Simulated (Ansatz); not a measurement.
Basis-set series for CH11GeNSi2, SMILES `C[N]([GeH3])[SiH2][SiH3]`. The species carries charge 0 and has multiplicity 1. The structure was optimised at the PBE0-D4/def2-TZVP level. It is one conformer, not always the lowest.

```csv
functional,basis,functions,energy (Eh),HOMO (eV),LUMO (eV)
PBE0-D4,def2-SVP,151,-2754.33238,-6.79,0.00
PBE0-D4,def2-QZVPP,673,-2754.97852,-6.88,-0.33
ωB97M-V,def2-SVP,151,-2754.71059,-9.03,1.85
ωB97M-V,def2-QZVPP,673,-2755.36174,-9.15,1.26
```

Task: Give the rows for def2-TZVPP. (Estimate.)

Result: The calculation gave: 
```csv
functional,basis,functions,energy (Eh),HOMO (eV),LUMO (eV)
PBE0-D4,def2-TZVPP,348,-2754.90774,-6.87,-0.25
ωB97M-V,def2-TZVPP,348,-2755.29346,-9.14,1.50
```

Positive LUMOs are unbound and depend on the basis. Scalar relativity is left out up to krypton.

All numbers were calculated with Ansatz.
